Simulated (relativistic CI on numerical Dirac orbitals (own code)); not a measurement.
One change at a time: Ni2+

Base calculation: Dirac-Coulomb-Breit CI, separate exchange-only KLI orbitals for each configuration, model QED (radiative potential, 1s self-energy scaled to tabulated hydrogen-like ionisation energies), valence Slater integrals scaled by 0.85, P86 correlation energy added to each configuration.

Configurations in the expansion (outside the closed core [Ar]): 3d8, 3d7 4s, 3d7 4p, 3d6 4s2, 3d7 5s, 3d7 4d, 3d7 5p, 3d6 4s 4p, 3d7 4f, 3d7 6s, 3d7 5d, 3d7 6p, 3d7 5f, 3d7 5g, 3d7 6d, 3d7 6f, 3d6 4p2, 3d6 4s 5s. Levels of other configurations are missing.

The lowest level and the first level of each name with at least 55 % of one term (blank where a level has no safe partner in the second run):

```tsv
Level	Base (cm⁻¹)	Shift (cm⁻¹)
3d8 3F_4	0.0	0.0
3d8 3F_3	1294.2	-1294.2
3d8 3F_2	2168.9	-2168.9
3d8 1D_2	14753.3	-591.7
3d8 3P_2	17275.0	-949.2
3d8 3P_1	17584.9	-1259.1
3d8 3P_0	17834.1	-1508.2
3d8 1G_4	22581.1	-819.7
3d7 4s 5F_5	49949.0	+4904.4
3d7 4s 5F_4	50879.9	+3973.4
3d7 4s 5F_3	51610.2	+3243.2
3d7 4s 5F_2	52143.4	+2709.9
3d7 4s 5F_1	52491.5	+2361.9
3d8 1S_0	53864.3	-773.1
3d7 4s 3F_4	57861.8	+4354.0
3d7 4s 3F_3	59103.6	+3112.2
3d7 4s 3F_2	59955.6	+2260.1
3d7 4s 5P_3	68355.1	+4173.6
3d7 4s 5P_2	68682.5	+3846.3
3d7 4s 5P_1	69117.1	+3411.6
3d7 4s 3G_5	70391.8	+4333.9
3d7 4s 3G_4	70906.2	+3819.5
```

Correlation outside the listed configurations is missing or only estimated: errors of thousands of cm⁻¹ between configurations and terms are usual at this charge. Rates and lifetimes follow the computed energies and can be off by large factors. The fine structure of a lone outer electron comes out too small, for d and f at times inverted, and misplaced configurations move strength between like terms. 61 of the 61 excited levels that our extract of the measured tables holds in this range could be paired (the sources list more); they are missed by 3661 cm⁻¹ on average and 5460 at most, and levels without a partner can miss by more.

(1) One thing was changed in a second run, which moved the levels as shown. Which?
A. Breit term removed
B. Slater integrals left unscaled
C. QED terms removed
D. configuration mixing switched off
E. non-relativistic limit
F. self-excluded LDA correlation estimate

Answers

(1) E. Non-relativistic limit. Without relativity the fine structure collapses and s electrons lose their extra binding.
